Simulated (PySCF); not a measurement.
SnFI, SMILES [F][Sn][I] (connectivity only; charge and spin as stated), neutral, multiplicity 1. Geometry: B3LYP-D3(BJ)/def2-TZVP. The def2 effective core potentials stand for the cores of I, Sn; spin–orbit coupling is left out.

Computed with B3LYP-D3(BJ)/def2-TZVP run with PySCF 2.14.0.

Harmonic wavenumbers (cm⁻¹): 121, 193, 571. Rotational constants (GHz): 8.615, 0.9651, 0.8679; symmetry number 1.

Question: Work out the zero-point energy and the ideal-gas rigid-rotor harmonic-oscillator thermochemistry at 298.15 K and 1 atm.

Answer: ZPE = ½ Σ hcν = ½ × 885 cm⁻¹ = 1.26 kcal/mol. H − E(el) = 4.54 kcal/mol. Entropy in cal/(mol K): translation 42.62, rotation 28.19, vibration 5.79, total 76.60. G − E(el) = -18.30 kcal/mol. Cp = 12.82 cal/(mol K). Modes under 150 cm⁻¹ make the vibrational entropy uncertain.
